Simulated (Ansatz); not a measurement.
Cost and result for the atomization energy of C$_{6}$H$_{17}$NSi, SMILES `CCN([SiH3])C(C)(C)C` (25 atoms, 24 bonds).

Cartesian coordinates in Å:
```
C -0.194 -0.205 2.648
C 0.624 -0.602 1.431
N -0.131 -0.569 0.183
Si -0.964 -2.001 -0.288
C 0.140 0.540 -0.744
C 0.015 1.887 -0.033
C -0.888 0.507 -1.869
C 1.538 0.403 -1.352
H 0.412 -0.253 3.557
H -0.587 0.808 2.548
H -1.044 -0.881 2.774
H 1.495 0.053 1.344
H 1.035 -1.605 1.594
H -2.392 -1.776 -0.640
H -0.907 -2.907 0.890
H -0.349 -2.714 -1.450
H -0.987 2.007 0.384
H 0.194 2.700 -0.740
H 0.740 1.992 0.777
H -0.839 -0.428 -2.436
H -1.901 0.625 -1.480
H -0.694 1.318 -2.573
H 2.313 0.416 -0.583
H 1.622 -0.539 -1.901
H 1.746 1.223 -2.044
```

Total charge 0; spin multiplicity 1. The structure was optimised at the PBE0-D4/def2-TZVP level. It is one conformer, not always the lowest. Program: Ansatz. All runs use 4 threads of an AMD EPYC 7R13 on a shared host and a share of an NVIDIA H100 80 GB. Times are those of one run each, without the atoms' runs, and a repeat can differ threefold. Electronic energies, without spin–orbit coupling; frozen cores. CCSD(T)/CBS adds CCSD(T) − MP2 in def2-TZVPP to the MP2 limit, and its time is that of the two runs behind it. T1 = 0.010. B3LYP takes the VWN-RPA correlation (the form of Gaussian; ORCA's B3LYP/G). HSE06 is the plane-wave form, built on full-range PBE exchange.

CCSD(T)/CBS is a level of theory with its own doubt, some kJ/mol a heavy atom from the limit and from the frozen cores, so smaller differences don't rank the functionals.

| level | functions | wall time |
| --- | --- | --- |
| BHLYP-D4/def2-TZVPP | 497 | 2.3 s |
| PBE0-D4/def2-TZVPP | 497 | 2.6 s |
| CCSD(T)/def2-SVP | 201 | 2.6 s |
| HSE06-D4/def2-TZVPP | 497 | 2.6 s |
| revPBE-D4/def2-TZVPP | 497 | 2.8 s |
| B3LYP-D4/def2-TZVPP (with forces) | 497 | 3 s |
| PBE-D4/def2-TZVPP (with forces) | 497 | 3.4 s |
| ωB97X-V/def2-TZVPP | 497 | 3.5 s |
| B97M-V/def2-TZVPP | 497 | 3.6 s |
| PBE-QIDH/def2-TZVPP | 497 | 3.6 s |
| MP2/def2-QZVPP | 979 | 11 s |
| CCSD(T)/def2-TZVPP | 497 | 39 s |
| CCSD(T)/CBS(def2) | – | 50 s |

What atomization energy does each give, and how far from CCSD(T)/CBS? (Best estimate.)

Ansatz gave: 
```json
{"level": "BHLYP-D4/def2-TZVPP", "atomization (kJ/mol)": "9330.7", "difference from CCSD(T)/CBS": "-182.0", "per bond": "-7.6"}
{"level": "PBE0-D4/def2-TZVPP", "atomization (kJ/mol)": "9547.3", "difference from CCSD(T)/CBS": "34.6", "per bond": "1.4"}
{"level": "CCSD(T)/def2-SVP", "atomization (kJ/mol)": "9112.3", "difference from CCSD(T)/CBS": "-400.4", "per bond": "-16.7"}
{"level": "HSE06-D4/def2-TZVPP", "atomization (kJ/mol)": "9551.3", "difference from CCSD(T)/CBS": "38.6", "per bond": "1.6"}
{"level": "revPBE-D4/def2-TZVPP", "atomization (kJ/mol)": "9463.7", "difference from CCSD(T)/CBS": "-49.0", "per bond": "-2.0"}
{"level": "B3LYP-D4/def2-TZVPP (with forces)", "atomization (kJ/mol)": "9525.4", "difference from CCSD(T)/CBS": "12.7", "per bond": "0.5"}
{"level": "PBE-D4/def2-TZVPP (with forces)", "atomization (kJ/mol)": "9642.4", "difference from CCSD(T)/CBS": "129.7", "per bond": "5.4"}
{"level": "ωB97X-V/def2-TZVPP", "atomization (kJ/mol)": "9540.3", "difference from CCSD(T)/CBS": "27.6", "per bond": "1.1"}
{"level": "B97M-V/def2-TZVPP", "atomization (kJ/mol)": "9523.3", "difference from CCSD(T)/CBS": "10.6", "per bond": "0.4"}
{"level": "PBE-QIDH/def2-TZVPP", "atomization (kJ/mol)": "9477.7", "difference from CCSD(T)/CBS": "-35.0", "per bond": "-1.5"}
{"level": "MP2/def2-QZVPP", "atomization (kJ/mol)": "9493.2", "difference from CCSD(T)/CBS": "-19.5", "per bond": "-0.8"}
{"level": "CCSD(T)/def2-TZVPP", "atomization (kJ/mol)": "9303.2", "difference from CCSD(T)/CBS": "-209.5", "per bond": "-8.7"}
{"level": "CCSD(T)/CBS(def2)", "atomization (kJ/mol)": "9512.7", "difference from CCSD(T)/CBS": "0.0", "per bond": "0.0"}
```

The D4 term adds +106.2 kJ/mol with B3LYP and +57.8 kJ/mol with PBE0; it sums over pairs of atoms, weighted by their polarisabilities, and B3LYP, whose exchange is more repulsive, gets the larger term. In def2-TZVPP, CCSD(T) changes the Hartree–Fock value by +2199.7 kJ/mol (the triples alone add +113.5 kJ/mol) and MP2 by +2266.0 kJ/mol; breaking electron pairs costs correlation energy, which Hartree–Fock lacks. From BLYP to BHLYP (50 % exact exchange), in def2-TZVPP and without D4, the atomization energy moves by −64.7 kJ/mol: exact exchange takes away binding that semilocal exchange gives to molecules.
